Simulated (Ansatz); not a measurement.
Computed with Ansatz on PBE0-D4/def2-TZVP structures; ΔE is electronic, products minus reactants. CBS: MP2 limit from def2 TZ/QZ plus the TZ coupled-cluster correction, frozen cores. DFT in def2-TZVPP. For Ge outer-core shells are correlated without core-valence functions, which leaves a few kJ/mol of doubt a bond. Scalar relativity is left out up to krypton. Each species was taken in one conformer, which may not be the lowest.

`O[Si](F)(F)O[SiH3]` + `[BH2][GeH2][Cl]` → `B[Si](O)(F)F` + `[SiH3][O][GeH2][Cl]`  (redistribution)

`O[Si](F)(F)O[SiH3]`:

Cartesian coordinates in Å:
```
O 0.302 -0.029 2.398
Si -0.598 -0.119 1.064
F -1.384 -1.489 1.001
F -1.713 1.001 1.055
O 0.361 0.035 -0.195
Si 0.708 0.152 -1.794
H -0.123 -0.110 3.253
H 2.180 0.219 -1.935
H 0.181 -1.040 -2.502
H 0.085 1.380 -2.345
```

`[BH2][GeH2][Cl]`:

```xyz
7

B    -0.368   -0.472    1.139
Ge    0.224    0.414   -0.617
Cl    0.401   -1.050   -2.206
H    -0.506    0.211    2.109
H    -0.574   -1.643    1.207
H    -0.786    1.459   -1.123
H     1.607    1.081   -0.509
```

`B[Si](O)(F)F`:

Cartesian coordinates in Å:
```
B 0.193 1.191 0.904
Si -0.276 -0.241 -0.413
O 0.612 -1.565 -0.109
F -1.833 -0.557 -0.301
F -0.064 0.173 -1.937
H 0.450 2.306 0.567
H 0.208 0.935 2.070
H 0.709 -2.243 -0.781
```

`[SiH3][O][GeH2][Cl]`:

Z-matrix (Å, degrees):
```
Si
O 1 1.643
H 1 1.485 2 110.9
H 1 1.489 2 110.6 3 120.9
H 1 1.483 2 107.3 3 -119.7
Ge 2 1.757 1 134.7 3 -78.7
Cl 6 2.151 2 107.9 1 40.3
H 6 1.528 2 107.2 1 157.1
H 6 1.532 2 109.6 1 -76.2
```

| level | ΔE (kJ/mol) | difference from CCSD(T)/CBS |
| --- | --- | --- |
| LDA (SPW92) | 101.1 | -3.5 |
| BLYP-D4 | 92.3 | -12.3 |
| PBE0-D4 | 99.9 | -4.7 |
| r2SCAN0-D4 | 109.2 | 4.6 |
| B2PLYP | 100.2 | -4.4 |
| PBE | 92.1 | -12.5 |
| revPBE | 90.3 | -14.3 |
| BLYP | 93.9 | -10.7 |
| CAM-B3LYP | 102.2 | -2.4 |
| LC-ωPBE | 98.5 | -6.1 |
| CCSD(T)/def2-SVP | 79.8 | -24.8 |
| CCSD/def2-TZVPP | 104.2 | -0.4 |
| CCSD(T)/def2-TZVPP | 101.0 | -3.6 |
| HF/def2-QZVPP | 111.6 | 7.0 |
| HF/CBS(def2) | 111.7 | 7.1 |
| CCSD/CBS(def2) | 107.8 | 3.2 |
| CCSD(T)/CBS | 104.6 | 0 |

Largest T1 diagnostic among the species: 0.012.

From PBE to PBE0 (25 % exact exchange), in def2-TZVPP and without D4, ΔE moves by +8.5 kJ/mol. In def2-TZVPP, CCSD(T) changes the Hartree–Fock value by −9.5 kJ/mol (the triples alone add −3.2 kJ/mol) and MP2 by −9.9 kJ/mol.

CCSD(T)/CBS has its own doubt, a few kJ/mol and more with outer-core shells, so smaller differences from it don't rank the levels.
